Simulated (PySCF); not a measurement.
**Correlation energy of Eu³⁺ (europium, charge +3)**

[Xe] 4f6, high-spin 7F determinant. Calculation: PySCF 2.14, in cc-pVDZ-X2C (8s7p5d3f1g, 84 functions); scalar relativity by spin-free X2C-1e. Frozen: [Kr] 4d10; 14 electrons correlated.

```
  level  correlation energy (mhartree)
   CCSD                        -349.00
    (T)                          -8.74
CCSD(T)                        -357.74
```

Diagnostics: T1 = 0.0068, D1 = 0.0143, largest double amplitude 0.029.

Q: Is a single reference adequate?

A: Yes, within this model without spin-orbit coupling: T1 lies below 0.03 and no double amplitude reaches 0.07.
